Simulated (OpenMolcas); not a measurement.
Mg: CASPT2 settings compared

| Property | Result |
| --- | --- |
| Program | OpenMolcas 26.06 |
| Basis | ANO-RCC-VTZP [5s4p2d1f] |
| Scalar Hamiltonian | DKH2, point nucleus |
| Active space | 2 electrons in 8 orbitals (3s 3p 4s 4p) |
| State averaging | 2S+1 = 1 even, 1 root; 2S+1 = 3 even, 3 roots kept (CI in the orbitals of an earlier block, 0 in the spin-orbit step); 2S+1 = 1 odd, 3 roots; 2S+1 = 3 odd, 3 roots kept (CI in the orbitals of an earlier block) |
| Spin-orbit coupling | RASSI with atomic mean-field integrals over the reference wave functions, term energies averaged over their components |

Methods on the same reference wave functions:
A. CASSCF
B. SS-CASPT2, IPEA 0.3 Eh, imaginary shift 0.5 Eh (closed shells correlated: 1s 2s 2p)
C. SS-CASPT2, IPEA 0 Eh, imaginary shift 0.2 Eh (closed shells correlated: 2s 2p)
D. SS-CASPT2, IPEA 0.6 Eh, no level shift (closed shells correlated: 2s 2p)

Energies in eV above 3s² ¹S₀, the measured ground level; measured values from NIST Handbook of Basic Atomic Spectroscopic Data.

```tsv
Level	A	B	C	D	Measured
3s² ¹S₀	0.0000	0.0000	0.0000	0.0000	0.0000
3s 3p ³P°₀	2.7464	2.704	2.687	2.701	2.7091
3s 3p ³P°₁	2.7489	2.706	2.689	2.703	2.7116
3s 3p ³P°₂	2.7539	2.711	2.694	2.708	2.7166
3s 3p ¹P°₁	5.0895	4.794	4.713	4.768	4.3458
```

Deviations, from unrounded energies. A percentage is the sum of absolute deviations over the sum of measured energies, with the sign that they share, or ± where signs differ.

| Against measurement | Levels | A | B | C | D |
| --- | --- | --- | --- | --- | --- |
| mean absolute deviation (cm-1) | 4 | 1700 | 940 | 880 | 900 |
| other configurations (%) | 4 | +6.9 | ±3.7 | ±3.5 | ±3.6 |

C, D lie about equally close to measurement and A furthest from it. The largest miss of C in the table is 3s 3p ¹P°₁, by +3000 cm-1. The ranking rests on the paired levels alone, and a cruder setting can come out closer through cancelling errors.

Among B to D the level of the table that moves most is 3s 3p ¹P°₁, by 650 cm-1 (lowest in C, highest in B).

The lowest spin-free term lies below A's lowest term by 0.244 hartree in B, 0.239 hartree in C, 0.239 hartree in D.

Terms from blocks run as CI alone lack orbitals of their own. Active for correlation alone: 4p 4s; no level in the range computed is led by a configuration that fills them, so any true level of that kind is missing. Without dynamic correlation excited terms often stand tens of per cent too high (terms of higher spin than the ground term too low), and those without a measured partner can miss by more than the paired ones (holds for A). Computed and measured levels are paired by configuration, term and J; levels that our copy of the source lacks, or whose pairing is in doubt (as where it misses far off the trend of its configuration), stay unpaired and out of the deviations. Levels of configurations outside the active space are missing.

° marks odd parity.
